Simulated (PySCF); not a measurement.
H$_{2}$BFO$_{2}$, singlet, at the geometry optimised at the base level; HF/3-21G, frequencies in PySCF.

Input for PySCF:
```python
from pyscf import gto, scf
from pyscf.hessian import thermo

mol = gto.Mole()
mol.atom = '''
    B    -0.035271   -0.003798    0.007326
    F     1.290324    0.138938   -0.268004
    O    -0.420326   -0.748071    1.081781
    H     0.239844   -1.168758    1.640517
    O    -0.955499    0.599926   -0.796017
    H    -0.669801    1.122461   -1.551214
'''
mol.basis = '3-21g'
mol.charge = 0
mol.spin = 0
mol.verbose = 3
mol.build()

mf = scf.RHF(mol)
mf.kernel()
hess = mf.Hessian().kernel()
freq = thermo.harmonic_analysis(mf.mol, hess)
print('frequencies / cm-1', freq['freq_wavenumber'].round(1))
th = thermo.thermo(mf, freq['freq_au'], 100, 101325)
thermo.dump_thermo(mf.mol, th)
```

Question: Write the output that PySCF gives for this input, abridged.

Answer: 
```
converged SCF energy = -273.694184862256
frequencies / cm-1 [ 447.7  459.5  467.4  510.3  718.4  939.4  995.1 1044.2 1534.7 1678.4
 3958.1 3959.4]
temperature 100.0000 [K]
pressure 101325.00 [Pa]
Rotational constants [GHz] 10.23058 9.49400 4.92427
Symmetry number 2
Zero-point energy (ZPE) 0.03807 [Eh]   99963.671 [J/mol]
                           tot       elec      trans        rot        vib
Entropy [J/mol/K]       219.305      0.000    137.872     81.124      0.310
Cv [J/mol/K]             26.761      0.000     12.472     12.472      1.818
Cp [J/mol/K]             35.075      0.000     20.786     12.472      1.818
Internal energy [J/mol]                      1247.169   1247.169  99990.610
Internal energy [Eh]   -273.65515  -273.69418
Enthalpy [J/mol]                             2078.615   1247.169  99990.610
Enthalpy [Eh]          -273.65483
Gibbs free energy [J/mol]                  -11708.597  -6865.193  99959.659
Gibbs free energy [Eh] -273.66319
```
